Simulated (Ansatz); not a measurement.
`[NH2][Ga]([Br])[Br]` + `CNC` → `C[N](C)[Ga]([Br])[Br]` + NH₃ at 500 K and 1 bar (ligand exchange at a Ga–N bond).

Gas-phase electronic energies from Ansatz, PBE0-D4/def2-TZVP geometries. CCSD(T)/CBS adds triple-zeta CCSD(T) − MP2 to the extrapolated MP2 energy (def2 sets, frozen cores). This one scheme is used for every species. For Br, Ga outer-core shells are correlated without core-valence functions, which leaves a few kJ/mol of doubt a bond. Scalar relativity is left out up to krypton. One conformer a species, not always the lowest.

```csv
species,CCSD(T)/CBS energy (Eh),H − E (kJ/mol),S (J/(mol·K))
`[NH2][Ga]([Br])[Br]`,-7126.62711,111.6,424.2
`CNC`,-135.00321,273.8,313.8
`C[N](C)[Ga]([Br])[Br]`,-7205.12527,277.9,494.4
NH₃,-56.50880,108.2,211.8
```

H − E and S are ideal-gas, rigid-rotor, harmonic terms from PBE0-D4/def2-TZVP, for one conformer and one mirror image of each species. 1 Eh = 2625.50 kJ/mol, R = 8.31446 J/(mol·K).

**Question.** By hand: ΔE, ΔH, ΔS and ΔG.

**Answer.** ΔE = (-7205.12527) + (-56.50880) − (-7126.62711) − (-135.00321) = -0.00375 Eh = -9.8 kJ/mol. Δ(H − E) = 277.9 + 108.2 − 111.6 − 273.8 = 0.7, so ΔH = -9.1 kJ/mol. ΔS = 494.4 + 211.8 − 424.2 − 313.8 = -31.8 J/(mol·K). ΔG = -9.1 − 500 × (-31.8)/1000 = 6.8 kJ/mol.

**Question.** By hand: the equilibrium constant, and the temperature at which ΔG would vanish if ΔH and ΔS stayed fixed.

**Answer.** log₁₀ K = −ΔG/(RT ln 10) = -0.7. ΔG = 0 at ΔH/ΔS = 286 K, though so small a ΔH makes that figure unsure.

TΔS isn't small against ΔH here. A doubt of 5 kJ/mol in ΔE shifts log₁₀ K by 0.5 here. Other conformers and mirror images would add mixing entropy, several J/(mol·K) or more a flexible species. Modes under 60 cm⁻¹, often nearly free rotors, make the harmonic entropy too high. These are equilibria of isolated gas molecules and say nothing of rates. Largest T1 diagnostic: 0.011 (customary marks: 0.02 for closed shells, 0.045 for open ones).
